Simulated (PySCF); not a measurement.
## Ionisation energy of Si⁺ by level of theory

Si⁺ [Ne] 3s2 3p1 (2P) → Si²⁺ [Ne] 3s2 (1S), as a difference of total energies. Computed with PySCF 2.14 in 6-31G* (4s3p1d, 18 functions), with the non-relativistic Hamiltonian (point nucleus). Correlated levels: valence: [Ne] frozen. The calculations carry no spin-orbit coupling.

```csv
method,ionisation energy (eV)
UHF,15.822
PBE0,16.462
PBE,16.449
MP2 (valence),15.948
SCS-MP2 (valence),15.929
CCSD (valence),16.025
CCSD(T) (valence),16.040
```

**Question.** How much does correlation contribute at CCSD(T) (valence)?

**Answer.** 16.040 − (15.822) = 0.218 eV, measured against UHF.

Errors of the correlated levels include the incompleteness of this basis and the frozen core.

For comparison: 16.322 eV (measured; NIST levels, between the centres of gravity of the two terms).
